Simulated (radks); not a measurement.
Values are calculated unless marked as measured or tabulated.
Trend from Mg to Ar: ionisation energy by Delta-SCF between NIST ground configurations, and size. Level of theory: scalar-relativistic Kohn-Sham, r2SCAN, spin-unpolarised, spherical densities, finite nucleus; meta-GGA in the generalised Kohn-Sham scheme; Fermi nuclear charge, rms radius of each element as measured or else 0.836 A^(1/3) + 0.57 fm (a radial shooting solver on a logarithmic mesh with Libxc functionals).

| species | configuration | IE (eV) | NIST (eV) | kind | -e(HOMO) (eV) | outermost | <r> outermost (bohr) | r at 0.001 e/bohr^3 (bohr) |
|---|---|---|---|---|---|---|---|---|
| Mg | [Ne] 3s2 | 8.002 | 7.646 | exp. | 4.818 (3s) | 3s | 3.18 | 4.55 |
| Al | [Ne] 3s2 3p1 | 5.635 | 5.986 | exp. | 2.655 (3p) | 3p | 3.39 | 4.57 |
| Si | [Ne] 3s2 3p2 | 7.723 | 8.152 | exp. | 4.106 (3p) | 3p | 2.77 | 4.45 |
| P | [Ne] 3s2 3p3 | 9.811 | 10.487 | exp. | 5.618 (3p) | 3p | 2.36 | 4.26 |
| S | [Ne] 3s2 3p4 | 11.961 | 10.360 | exp. | 7.220 (3p) | 3p | 2.06 | 4.07 |
| Cl | [Ne] 3s2 3p5 | 14.190 | 12.968 | exp. | 8.917 (3p) | 3p | 1.84 | 3.89 |
| Ar | [Ar] | 16.503 | 15.760 | exp. | 10.711 (3p) | 3p | 1.66 | 3.72 |

Reference values: NIST Atomic Spectra Database (exp. = measured, semi-emp. = semi-empirical, theory = theoretical value adopted there). Spin polarisation and multiplet splitting are left out, so open shells lie too high by an amount that depends on their filling.

Beside tabulated values, note that spin-unpolarised runs miss the spin-polarisation part of the exchange energy of open shells.
